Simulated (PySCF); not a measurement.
Br₃Sb, SMILES [Br][Sb+]([Br])[Br], charge +1, multiplicity 2.

The structure is a stationary point at B3LYP-D3(BJ)/def2-SVP. The def2 effective core potentials stand for the cores of Sb; spin–orbit coupling is left out.

The numbers are results of TDA-M06-2X/def2-SVPD in PySCF, not measurements.

Vertical excitations; the highest root listed may be one member of a degenerate set. Isolated molecule, no solvent.

| state | energy (eV) | λ (nm) | f | main pairs |
|---|---|---|---|---|
| root 1 | 1.40 | 883 | 0.000 | β HOMO→LUMO 97 % |
| root 2 | 1.59 | 780 | 0.001 | β HOMO−2→LUMO (degenerate set) |
| root 3 | 1.59 | 780 | 0.001 | β HOMO−1→LUMO (degenerate set) |
| root 4 | 1.96 | 632 | 0.015 | β HOMO−3→LUMO (degenerate set) |
| root 5 | 1.96 | 632 | 0.015 | β HOMO−4→LUMO (degenerate set) |
| root 6 | 2.73 | 455 | 0.006 | β HOMO−5→LUMO 92 % |
| root 7 | 3.87 | 321 | 0.030 | β HOMO−7→LUMO (degenerate set) |
| root 8 | 3.87 | 320 | 0.030 | β HOMO−6→LUMO (degenerate set) |
| root 9 | 4.32 | 287 | 0.009 | α HOMO→LUMO 94 % |
| root 10 | 4.56 | 272 | 0.000 | α HOMO−1→LUMO 74 %, β HOMO→LUMO+1 15 % |
Unrestricted roots are not spin-pure.
